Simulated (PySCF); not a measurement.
This PySCF input asks for the NMR shieldings of SMILES FB(F)C1=CCC1, C₄H₅BF₂; the geometry comes from GFN2-xTB.

```python
import basis_set_exchange as bse
import numpy as np
from pyscf import gto, dft
from pyscf.prop import nmr

atoms = """
F     2.648067   -1.411396    0.534435
B     2.040181   -0.269465    0.255181
F     2.861966    0.761808    0.150912
C     0.520506   -0.156824    0.069571
C    -0.502669   -1.033009    0.122734
C    -1.558134   -0.020658   -0.183370
C    -0.401742    1.005404   -0.251322
H    -0.559064   -2.089432    0.314303
H    -2.281918    0.148540    0.612051
H    -2.093220   -0.178224   -1.118287
H    -0.241858    1.456021   -1.228204
H    -0.430917    1.786551    0.504876
"""
names = dict.fromkeys(["F", "B", "C", "H"], "pcSseg-1")
basis = {el: gto.basis.parse(bse.get_basis(n, elements=[el], fmt="nwchem")) for el, n in names.items()}
mol = gto.M(atom=atoms, basis=basis, charge=0, verbose=0)
mf = dft.RKS(mol, xc="PBE0")
mf.grids.level = 2
mf.grids.alignment = dft.numint.BLKSIZE   # the property module wants whole blocks of grid points
mf.conv_tol = 1e-9
mf.kernel()

calc = nmr.RKS(mf)   # GIAO
C = mf.mo_coeff
Co = C[:, mf.mo_occ > 0]
resp = mf.gen_response(singlet=True, hermi=2)
def vind(x):   # induced exchange potential for any number of trial vectors
    d = np.einsum("pi,xij,qj->xpq", C, 2 * x.reshape(-1, C.shape[1], Co.shape[1]), Co, optimize=True)
    return np.einsum("xpq,pi,qj->xij", resp(d - d.transpose(0, 2, 1)), C, Co, optimize=True).ravel()
mo1, _ = nmr.rhf.solve_mo1(calc, with_cphf=vind)
sigma = calc.kernel(mo1)
for i, s in enumerate(sigma):   # ppm
    w = np.linalg.eigvalsh((s + s.T) / 2)
    print("%2d %-2s iso %8.1f  s11 %8.1f  s22 %8.1f  s33 %8.1f" % (i, mol.atom_pure_symbol(i), w.mean(), *w))
```

Problem. What does it print?

Solution. 
```
 0 F  iso    261.5  s11    100.9  s22    305.1  s33    378.6
 1 B  iso     80.9  s11     73.1  s22     82.5  s33     87.0
 2 F  iso    259.7  s11    100.2  s22    303.5  s33    375.2
 3 C  iso     37.8  s11    -72.0  s22     33.0  s33    152.6
 4 C  iso      9.1  s11   -116.7  s22     -7.8  s33    151.7
 5 C  iso    152.7  s11    141.3  s22    158.0  s33    158.8
 6 C  iso    153.9  s11    141.7  s22    157.4  s33    162.6
 7 H  iso     24.0  s11     22.1  s22     24.3  s33     25.6
 8 H  iso     29.0  s11     25.7  s22     27.2  s33     33.9
 9 H  iso     29.0  s11     25.7  s22     27.2  s33     33.9
10 H  iso     28.9  s11     25.9  s22     27.6  s33     33.4
11 H  iso     28.9  s11     25.9  s22     27.6  s33     33.4
```

These numbers come from an equivalent density-fitted implementation of the same equations, which agrees with the script to about 0.01 ppm for H and up to a few tenths of a ppm for heavy atoms, so last digits may differ.

Size and cost of the density-fitted run: 144 basis functions, 13 s wall time on 1 thread of an Arm Neoverse V1, shared host; peak memory 0.7 GiB.
